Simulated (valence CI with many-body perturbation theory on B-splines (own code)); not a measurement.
**Yb63+: what the settings do**

Calculated by relativistic CI+MBPT: five valence electrons over a frozen Dirac-Fock core [He], radial functions for each j: 6 s, 6 p, 5 d, 3 f, 1 g, with the one-electron correlation potential Σ1 (screened to all orders), the two-electron term Σ2, the three-electron term Σ3, Breit, model QED; selected single and double excitations, second order for the rest, scaled by the run's own slope (own B-spline code, finite nucleus).

No measured spectrum was set against this ion. As an estimate, large intervals hold to a few tenths of a per cent, small ones and those within an open d or f shell to about a per cent. Among the levels kept, up to 1800 cm⁻¹ of a level comes from second order outside the variational space, and about a tenth of that is noise between levels of different J, which matters for small intervals.

The reference run has the lowest level (2s^2 2p1/2^2 2p3/2) J=3/2 and an ionisation energy of 14752.7 eV. Its largest variational space holds 10000 state functions.

Levels are named by their leading jj configuration (3d3/2^4 stands for four electrons in 3d with j = 3/2), which in mixed levels can hold well under half, so a name can repeat and another be missing. Letters in brackets count levels of one name in rising energy.

Changed runs:
A. highest l in the core sums 6 → 4; natural orbitals for correlation on → off
B. three-electron term on → off
C. factor on the speed of light 1 → 10; QED terms on → off; scale of Σ1 1 → 0; scale of Σ2 1 → 0; three-electron term on → off
D. box radius (bohr) 0.912 → 0.22 (bad on purpose)

Excitation energies of the reference run in cm⁻¹, and shifts in cm⁻¹:

```csv
Level,Reference,A,B
(2s^2 2p1/2 2p3/2^2) J=3/2,8637950,-3101,+102
(2s^2 2p1/2 2p3/2^2) J=5/2,8822660,-1515,+408
(2s^2 2p1/2 2p3/2^2) J=1/2,9209020,-718,+690
(2s 2p1/2^2 2p3/2^2) J=5/2,11199400,-367,+858
(2s 2p1/2^2 2p3/2^2) J=1/2,11992200,+3741,+1535
(2s 2p1/2^2 2p3/2^2) J=3/2,12003000,+4156,+1996
(2s^2 2p3/2^3) J=3/2,17865200,-3263,+770
(2s 2p1/2 2p3/2^3) J=3/2 [a],20045100,-2521,+1061
(2s 2p1/2 2p3/2^3) J=5/2,20367500,-153,+1453
(2s 2p1/2 2p3/2^3) J=1/2,20842400,+1460,+2130
(2s 2p1/2 2p3/2^3) J=3/2 [b],20914200,+2708,+2193
(2p1/2^2 2p3/2^3) J=3/2,23740700,+8174,+2972
Ionisation energy (eV),14752.7,-1.2,+0.17
```

Run C ends with another lowest level, (2s^2 2p1/2 2p3/2^2) J=3/2, and an ionisation energy of 14633.0 eV.

Run D: It gave no result. The program said: "need at least one array to concatenate".
